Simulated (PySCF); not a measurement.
Excited states between 380 and 750 nm. Vertical TDDFT excitations of isolated species (PySCF; the level stands beside each; core orbitals frozen in the response), one conformer each, no solvent.

1. `CS[Si@H]1C=CC1=O`
2. `C#CCC(=O)[SiH2]S`
3. `O=C[C@H]1[SiH2]C=CS1`
4. `NC[C@@H]1CCC(=S)C1`
5. `C[Si@H]1C=CC(=S)O1`
6. `C=N[Si@@](N)(P)CC`
7. `C[CH2][Ti]([Cl])([Cl])[CH2]C`

For which of them does the calculation put a singlet between 380 and 750 nm?

1, 4, 5 and 7.

1. (CAM-B3LYP/def2-SVPD on a GFN2-xTB geometry) 387 nm (f 0.001); 252 nm (f 0.001); 237 nm (f 0.011); 219 nm (f 0.009); 206 nm (f 0.034). S1 lies in the visible range (380 to 750 nm), at 387 nm, f = 0.0014; light of that wavelength is violet, and its complementary colour is yellow-green; a Tamm–Dancoff triplet lies at 457 nm, without intensity as long as spin–orbit coupling is left out.
2. (PBE0/def2-SVPD on a GFN2-xTB geometry) 344 nm (f 0.000); 278 nm (f 0.002); 224 nm (f 0.004); 214 nm (f 0.012); 208 nm (f 0.014). No computed singlet lies in the visible range (380 to 750 nm); the lowest, at 344 nm, stands 0.34 eV above its violet end (3.26 eV); a Tamm–Dancoff triplet lies at 422 nm, without intensity as long as spin–orbit coupling is left out.
3. (PBE0/def2-SVPD on a GFN2-xTB geometry) 289 nm (f 0.001); 269 nm (f 0.013); 249 nm (f 0.074); 244 nm (f 0.039); 212 nm (f 0.006).
4. (PBE0/def2-SVPD on a GFN2-xTB geometry) 499 nm (f 0.000); 277 nm (f 0.000); 225 nm (f 0.252); 219 nm (f 0.028); 200 nm (f 0.025). S1 lies in the visible range (380 to 750 nm), at 499 nm, dark in the vertical dipole picture (f under 0.0005); light of that wavelength is blue-green to green, and its complementary colour is red to purple; a Tamm–Dancoff triplet lies at 609 nm, without intensity as long as spin–orbit coupling is left out.
5. (PBE0/def2-SVPD on a GFN2-xTB geometry) 496 nm (f 0.000); 269 nm (f 0.378); 225 nm (f 0.015); 219 nm (f 0.037); 217 nm (f 0.011). S1 lies in the visible range (380 to 750 nm), at 496 nm, dark in the vertical dipole picture (f under 0.0005); light of that wavelength is blue-green, and its complementary colour is red; a Tamm–Dancoff triplet lies at 587 nm, without intensity as long as spin–orbit coupling is left out.
6. (wB97X-D/def2-SVPD on a GFN2-xTB geometry) 305 nm (f 0.001); 204 nm (f 0.002); 196 nm (f 0.032); 188 nm (f 0.014); 186 nm (f 0.038).
7. (wB97X-D/def2-SVPD on a PBE0-D3(BJ)/def2-SVP geometry) 391 nm (f 0.000); 367 nm (f 0.000); 361 nm (f 0.000); 356 nm (f 0.000); 309 nm (f 0.000). S1 lies in the visible range (380 to 750 nm), at 391 nm, dark in the vertical dipole picture (f under 0.0005); light of that wavelength is violet, and its complementary colour is yellow-green; a Tamm–Dancoff triplet lies at 433 nm, without intensity as long as spin–orbit coupling is left out.
